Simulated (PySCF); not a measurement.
## Computed structure and properties of [Nd(CH3)2]+

System: [Nd(CH3)2]+ (singlet in the valence; each metal's 4f electrons, 3 of them, lie in its core potential, out of spins and levels); start: displaced along the imaginary mode (C2). Method: PySCF 2.14.0, RKS PBE0, Nd lcecp-1-SVP with ECP49, C def2-SVP, H def2-SVP; non-relativistic Hamiltonian with scalar-relativistic core potentials where named; density fitting; no spin-orbit coupling.

Input of the relaxation:

```python
mol = gto.M(atom='''
Nd    -0.00000     0.00000    -0.27578
C      1.74063     0.01833     1.24472
H      2.74611    -0.21703     0.78520
H      1.81297     1.02698     1.75624
H      1.52622    -0.74534     2.05365
C     -1.74063    -0.01833     1.24472
H     -2.74611     0.21703     0.78520
H     -1.81297    -1.02698     1.75624
H     -1.52622     0.74534     2.05365''',
    basis={'Nd': 'lcecp-1-SVP', 'C': 'def2-SVP', 'H': 'def2-SVP'},
    ecp={'Nd': 'lcecp-1-SVP'},
    charge=1, spin=0)
mf = dft.RKS(mol, xc='PBE0')
mf.grids.atom_grid = (50, 194)  # f atoms: unpruned, at least (60, 302)
mf = mf.density_fit()  # fitting sets: Nd AutoAux, C def2-universal-JKFIT, H def2-universal-JKFIT
mf.conv_tol = 1e-08; mf.max_cycle = 55
mf.kernel(dm0)  # dm0: converged density of the start geometry
# quasi-Newton relaxation in Cartesian coordinates to a largest gradient under 0.00045 Eh/bohr, steps kept in the point group
```

Run from Python with OMP_NUM_THREADS=2; the lines above give its settings. Where DIIS fails, smearing, a level shift and second-order steps follow.
It took 19 s on 2 threads of Arm Neoverse V2 (shared host), from the converged density of the start.

Course of the relaxation:

```csv
step,energy above end (eV),largest force component within the symmetry (eV/Å)
0,0.0612,0.713
1,0.0004,0.060
2,0.0003,0.046
3,0.0002,0.027
4,0.0000,0.008
5,0.0000,0.017
```

Relaxed geometry (C2):

```xyz
9

Nd    0.0000    0.0000   -0.2688
C     1.7440    0.0211    1.2454
H     2.7285   -0.2231    0.8040
H     1.8321    1.0109    1.7352
H     1.5394   -0.7098    2.0517
C    -1.7440   -0.0211    1.2454
H    -2.7285    0.2231    0.8040
H    -1.8321   -1.0109    1.7352
H    -1.5394    0.7098    2.0517
```

```csv
contact,Å
Nd1–C2 (CH3),2.310
Nd1–C6 (CH3),2.310
```

On the finer grid (75, 302):

```
HOMO                                                          : -11.38 eV
LUMO                                                          : -6.84 eV
Dipole about the centre of mass                               : 3.63 D
Set of Mulliken populations of Nd1 outside the core potential : s 2.30, p 6.08, d 1.35, f 0.04
D3(BJ) dispersion energy (not in the energies)                : -0.133 eV
```

```csv
atom,Mulliken (e),Löwdin (e),spin (e)
Nd1,1.24,1.13,0.00
C2,-0.50,-0.31,0.00
H3,0.12,0.08,0.00
H4,0.13,0.08,0.00
H5,0.13,0.08,0.00
C6,-0.50,-0.31,0.00
H7,0.12,0.08,0.00
H8,0.13,0.08,0.00
H9,0.13,0.08,0.00
```

The 4f levels lie in the core potential and are missing. Their spin isn't counted.

On the grid (50, 194), as all that follows. Harmonic modes: a minimum within the noise of the softest modes; lowest 12 cm⁻¹ (negative: unstable), highest 3119 cm⁻¹, zero-point energy 1.782 eV.

Taking off one CH3 (charge -1, singlet; the rest: singlet) in vacuum, both parts rigid, costs 15.30 eV; the small basis without counterpoise inflates it. Most of it is the attraction of opposite charges; other ways to part are cheaper, and one spin state was tried for the rest.

Rigid scan of CH3 along the line from its metal:

```
distance to C2 (Å)  energy (eV)
              2.01        0.743
              2.11        0.291
              2.21        0.065
              2.31        0.000
              2.41        0.048
              2.51        0.174
              2.71        0.562
              3.01        1.277
              3.41        2.203
              3.91        3.138
```

One start shape was tried, so this needn't be the lowest isomer.

An lcecp potential fixes the number of 4f electrons, so in runs with it no electron can move into or out of that shell.
